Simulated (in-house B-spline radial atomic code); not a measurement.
# Binding energies in K II (K+)

NIST's tabulated ground configuration is [Ne] 3s2 3p6; each binding energy is the energy of the ion with one electron taken from that subshell, relaxed, less that of the parent. Computed with a radial B-spline atomic code at the basis-set limit: Dirac-Hartree-Fock, average of configuration, Fermi nucleus of rms radius 3.4349 fm. Energies include first-order Breit, QED and recoil terms.

```
subshell  X-ray name  binding energy (eV)  -ε (eV)  relaxation (eV)
      1s           K               3621.2   3657.2             32.0
      2s          L1                393.2    403.4              9.9
   2p1/2          L2                310.3    321.6             11.1
   2p3/2          L3                307.5    318.6             11.0
      3s          M1                 52.4    53.80             1.38
   3p1/2          M2                 30.8    32.04             1.23
   3p3/2          M3                30.53    31.74             1.21
```

Relaxation = -ε minus the binding energy without Breit, QED and recoil terms.

Emission lines follow as differences of binding energies, with λ = 12398.42 eV·Å / E:

```
 line       holes  energy (eV)  wavelength (Å)
 K-L3  1s → 2p3/2       3313.7          3.7416
 K-L2  1s → 2p1/2       3310.9          3.7447
 K-M3  1s → 3p3/2       3590.7           3.453
L1-M3  2s → 3p3/2        362.7          34.187
L3-M1  2p3/2 → 3s        255.1          48.602
```

Q: What screening constant σ does Moseley's law, E = (3/4)·13.6057 eV·(Z - σ)², need for K-L3?

A: σ = 0.98.

Q: What does it cost to remove both a 1s and a 3p3/2 electron?

A: 3671.1 eV, which is 19.36 eV more than the two single binding energies together.

Q: What does it cost to remove both a 2s and a 3p3/2 electron?

A: 442.16 eV, which is 18.46 eV more than the two single binding energies together.

Q: What does it cost to remove both a 2p3/2 and a 3s electron?

A: 379.79 eV, which is 19.93 eV more than the two single binding energies together.
